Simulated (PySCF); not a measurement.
**Structure elucidation problem**

Molecular formula: C6H5Cl3. Simulated spectra:

¹H NMR (400 MHz, computed): δ 5.96 (m, 1H), 5.94 (m, 1H), 2.10 (s, 3H).

¹³C{¹H} NMR (computed): δ 135.4, 132.4, 104.0, 103.2, 93.8, 25.9.

[PySCF 2.14.0 with density-fitted response routines: shielding tensors at PBE0/pcSseg-1 (GIAO); GFN2-xTB structure; one conformer; relativity neglected; fast rotation and ring inversion assumed for equivalent nuclei; isolated molecule]

Scale: ¹H (31.72 ppm) and ¹³C (186.93 ppm) against TMS (reference shieldings calculated alike).

Task: What is the structure?

Result: 
Rings plus π bonds: 3 (no ring in the answer). 6 carbon signals for 6 carbons: no two carbons are equivalent. Carbon types of the structure: 4 × C, 1 × CH2, 1 × CH3, which accounts for all hydrogens. δC 135.4: terminal =CH2 carbon; an sp2 carbon of a C=C bond. δC 132.4: fully substituted alkene carbon; an sp2 carbon of a C=C bond. δC 104.0, 93.8: alkyne carbon; the triple bond shields along its axis, which puts it between sp3 and sp2 carbons. δC 103.2: propargylic fully substituted sp3 carbon bonded to 3 Cl; 3 electronegative neighbours deshield it. δC 25.9: allylic methyl carbon; aliphatic region, no heteroatom directly attached. δH 5.96, 5.94: hydrogen on a terminal =CH2 carbon; olefinic region. δH 2.10: hydrogen on an allylic methyl carbon; allylic position.

Structure: SMILES C(#CC(=C)C)C(Cl)(Cl)Cl.

This is the structure that produced the data.

Carbons that carry Cl, above all several Cl atoms, come out too deshielded, partly because spin–orbit coupling is missing. Shifts are as computed. Against solution values, carbons near 30 ppm lie about +3 ppm off and those near 130 ppm about +5 ppm; carbons on Cl a further +6 ppm. Of 1211 compounds with measured shifts, 218 miss one by over three times the rms of a fit or turn the order of signals round; such compounds aren't used in these exercises. Multiplicities follow the n + 1 count of equivalent neighbours, as no J values were calculated; m marks all less simple cases, F and P coupling included.
